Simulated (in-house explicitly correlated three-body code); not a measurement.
Computed with an exponentially correlated three-body code. Model: two electrons around a point charge, non-relativistic, variational in 260 exponentially correlated functions (energies converged to about 1e-7 hartree, or 1e-8 relative for large Z).

Command:
```bash
python run_hyl.py task.json out
```
Settings (lengths in bohr, energies in hartree):
```
Z                      8
screening              0.28
interaction_strength   1
functions              260
states_tried           13
```

Time taken, with all properties: 34 s on 1 thread of Intel(R) Xeon(R) 6975P-C (Granite Rapids), with other jobs on the host.

**Those bound S and P states to n = 4 that converged, binding against the one-electron ion.**

Given: nuclear charge 8; Yukawa screening of all interactions 0.28 1/bohr.

Computed: one-electron threshold -29.8174899 hartree.

| term | energy (hartree) | binding (eV) |
| --- | --- | --- |
| 1 1S | -55.0660939 | 687.05 |
| 2 3S | -34.6055744 | 130.29 |
| 2 1S | -34.3276896 | 122.73 |
| 2 3P | ? | ? |
| 2 1P | -34.1160052 | 116.97 |
| 3 3S | -31.12794 | 35.659 |
| 3 1S | -31.0620096 | 33.865 |
| 3 3P | ? | ? |
| 3 1P | -30.9886338 | 31.868 |
| 4 3S | -30.1400793 | 8.7781 |
| 4 1S | -30.1201892 | 8.2369 |
| 4 3P | -30.1003232 | 7.6963 |
| 4 1P | -30.0864136 | 7.3178 |

(1) What belongs in the row 2 3P?

(2) What belongs in the row 3 3P?

**Converged states only, values per electron or pair (inverse distances are <exp(-kr)/r>).**

```json
{"term": "1 1S", "mean r (bohr)": "0.19702", "mean r squared (bohr²)": "0.052101", "mean inverse r (1/bohr)": "7.4081", "mean r12 (bohr)": "0.29078", "mean inverse r12 (1/bohr)": "4.4137", "mean cosine": "-0.016559", "mean p1 dot p2 (bohr⁻²)": "0.94744", "delta r1 (bohr⁻³)": "149.56", "delta r12 (bohr⁻³)": "15.829"}
{"term": "2 3S", "mean r (bohr)": "0.50255", "mean r squared (bohr²)": "0.41321", "mean inverse r (1/bohr)": "4.628", "mean r12 (bohr)": "0.84803", "mean inverse r12 (1/bohr)": "1.1421", "mean cosine": "-0.0053741", "mean p1 dot p2 (bohr⁻²)": "0.067822", "delta r1 (bohr⁻³)": "89.223", "delta r12 (bohr⁻³)": "-"}
{"term": "2 1S", "mean r (bohr)": "0.51964", "mean r squared (bohr²)": "0.44706", "mean inverse r (1/bohr)": "4.6057", "mean r12 (bohr)": "0.87337", "mean inverse r12 (1/bohr)": "1.3567", "mean cosine": "-0.0080708", "mean p1 dot p2 (bohr⁻²)": "0.079958", "delta r1 (bohr⁻³)": "88.669", "delta r12 (bohr⁻³)": "2.6121"}
{"term": "2 3P", "mean r (bohr)": "0.44714", "mean r squared (bohr²)": "0.32428", "mean inverse r (1/bohr)": "4.6082", "mean r12 (bohr)": "0.74919", "mean inverse r12 (1/bohr)": "1.3802", "mean cosine": "-0.069386", "mean p1 dot p2 (bohr⁻²)": "-3.7652", "delta r1 (bohr⁻³)": "80.653", "delta r12 (bohr⁻³)": "-"}
{"term": "2 1P", "mean r (bohr)": "0.46051", "mean r squared (bohr²)": "0.34689", "mean inverse r (1/bohr)": "4.5911", "mean r12 (bohr)": "0.74957", "mean inverse r12 (1/bohr)": "1.4958", "mean cosine": "0.046032", "mean p1 dot p2 (bohr⁻²)": "3.5756", "delta r1 (bohr⁻³)": "81.502", "delta r12 (bohr⁻³)": "0.67291"}
{"term": "3 3S", "mean r (bohr)": "1.0762", "mean r squared (bohr²)": "2.2181", "mean inverse r (1/bohr)": "4.1229", "mean r12 (bohr)": "1.9769", "mean inverse r12 (1/bohr)": "0.42918", "mean cosine": "-0.0015802", "mean p1 dot p2 (bohr⁻²)": "0.017652", "delta r1 (bohr⁻³)": "83.365", "delta r12 (bohr⁻³)": "-"}
{"term": "3 1S", "mean r (bohr)": "?", "mean r squared (bohr²)": "?", "mean inverse r (1/bohr)": "?", "mean r12 (bohr)": "?", "mean inverse r12 (1/bohr)": "?", "mean cosine": "?", "mean p1 dot p2 (bohr⁻²)": "?", "delta r1 (bohr⁻³)": "?", "delta r12 (bohr⁻³)": "?"}
{"term": "3 3P", "mean r (bohr)": "1.0342", "mean r squared (bohr²)": "2.0645", "mean inverse r (1/bohr)": "4.1164", "mean r12 (bohr)": "1.8951", "mean inverse r12 (1/bohr)": "0.48263", "mean cosine": "-0.015149", "mean p1 dot p2 (bohr⁻²)": "-0.79445", "delta r1 (bohr⁻³)": "81.189", "delta r12 (bohr⁻³)": "-"}
{"term": "3 1P", "mean r (bohr)": "1.0562", "mean r squared (bohr²)": "2.1607", "mean inverse r (1/bohr)": "4.1116", "mean r12 (bohr)": "1.9338", "mean inverse r12 (1/bohr)": "0.51172", "mean cosine": "0.010053", "mean p1 dot p2 (bohr⁻²)": "0.81134", "delta r1 (bohr⁻³)": "81.365", "delta r12 (bohr⁻³)": "0.19244"}
{"term": "4 3S", "mean r (bohr)": "2.0779", "mean r squared (bohr²)": "8.8779", "mean inverse r (1/bohr)": "3.954", "mean r12 (bohr)": "3.9739", "mean inverse r12 (1/bohr)": "0.15831", "mean cosine": "-0.0005054", "mean p1 dot p2 (bohr⁻²)": "0.0054616", "delta r1 (bohr⁻³)": "81.969", "delta r12 (bohr⁻³)": "-"}
{"term": "4 1S", "mean r (bohr)": "?", "mean r squared (bohr²)": "?", "mean inverse r (1/bohr)": "?", "mean r12 (bohr)": "?", "mean inverse r12 (1/bohr)": "?", "mean cosine": "?", "mean p1 dot p2 (bohr⁻²)": "?", "delta r1 (bohr⁻³)": "?", "delta r12 (bohr⁻³)": "?"}
{"term": "4 3P", "mean r (bohr)": "2.0723", "mean r squared (bohr²)": "8.8944", "mean inverse r (1/bohr)": "3.9501", "mean r12 (bohr)": "3.9632", "mean inverse r12 (1/bohr)": "0.17097", "mean cosine": "-0.00441", "mean p1 dot p2 (bohr⁻²)": "-0.22892", "delta r1 (bohr⁻³)": "81.298", "delta r12 (bohr⁻³)": "-"}
{"term": "4 1P", "mean r (bohr)": "2.1139", "mean r squared (bohr²)": "9.2701", "mean inverse r (1/bohr)": "3.948", "mean r12 (bohr)": "4.0449", "mean inverse r12 (1/bohr)": "0.17846", "mean cosine": "0.0029008", "mean p1 dot p2 (bohr⁻²)": "0.23693", "delta r1 (bohr⁻³)": "81.349", "delta r12 (bohr⁻³)": "0.059819"}
```

(3) What belongs in the row 3 1S?

(4) What belongs in the row 4 1S?

**Electric-dipole lines between converged S and P states, rate of the upper state's decay.**

```tsv
s state	p state	p minus s (eV)	oscillator strength from s	rate (1/s)
1 1S	2 1P	570.08	0.67693	3.182e+12
1 1S	3 1P	655.18	0.1287	7.9907e+11
1 1S	4 1P	679.73	0.035923	2.4007e+11
2 1S	2 1P	5.7602	0.080914	3.8832e+07
2 1S	3 1P	90.86	0.33178	3.9618e+10
2 1S	4 1P	115.41	0.066613	1.2833e+10
3 1S	2 1P	-83.103	-0.055098	1.6511e+10
3 1S	3 1P	1.9967	0.18636	1.0746e+07
3 1S	4 1P	26.547	0.28143	2.8688e+09
4 1S	2 1P	?	?	?
4 1S	3 1P	-23.632	-0.11663	2.8262e+09
4 1S	4 1P	0.91908	0.36878	4.5056e+06
2 3S	2 3P	8.2177	0.10761	1.0511e+08
2 3S	3 3P	97.159	0.30861	4.2138e+10
2 3S	4 3P	122.59	0.063471	1.3798e+10
3 3S	2 3P	-86.414	-0.05796	1.878e+10
3 3S	3 3P	2.5281	0.22473	2.0775e+07
3 3S	4 3P	?	?	?
4 3S	2 3P	-113.29	-0.010074	5.6111e+09
4 3S	3 3P	-24.353	-0.12541	3.2273e+09
4 3S	4 3P	1.0818	0.41439	7.0146e+06
```

(5) What belongs in the row 4 1S 2 1P?

(6) What belongs in the row 3 3S 4 3P?

**Static dipole response.**

```json
{"state": "1 1S", "polarisability (bohr³)": "0.0026693"}
{"state": "2 1S", "polarisability (bohr³)": "1.8503"}
{"state": "2 3S", "polarisability (bohr³)": "1.2172"}
```

Answers

(1) energy (hartree): -34.3035791; binding (eV): 122.07.

(2) energy (hartree): -31.0350339; binding (eV): 33.131.

(3) mean r (bohr): 1.1049; mean r squared (bohr²): 2.3495; mean inverse r (1/bohr): 4.1167; mean r12 (bohr): 2.0323; mean inverse r12 (1/bohr): 0.47862; mean cosine: -0.0022896; mean p1 dot p2 (bohr⁻²): 0.022055; delta r1 (bohr⁻³): 83.251; delta r12 (bohr⁻³): 0.67887.

(4) mean r (bohr): 2.1311; mean r squared (bohr²): 9.3601; mean inverse r (1/bohr): 3.9512; mean r12 (bohr): 4.0797; mean inverse r12 (1/bohr): 0.1716; mean cosine: -0.00072288; mean p1 dot p2 (bohr⁻²): 0.0069112; delta r1 (bohr⁻³): 81.933; delta r12 (bohr⁻³): 0.20918.

(5) p minus s (eV): -108.73; oscillator strength from s: -0.009747; rate (1/s): 5.0003e+09.

(6) p minus s (eV): 27.963; oscillator strength from s: 0.26176; rate (1/s): 2.9604e+09.
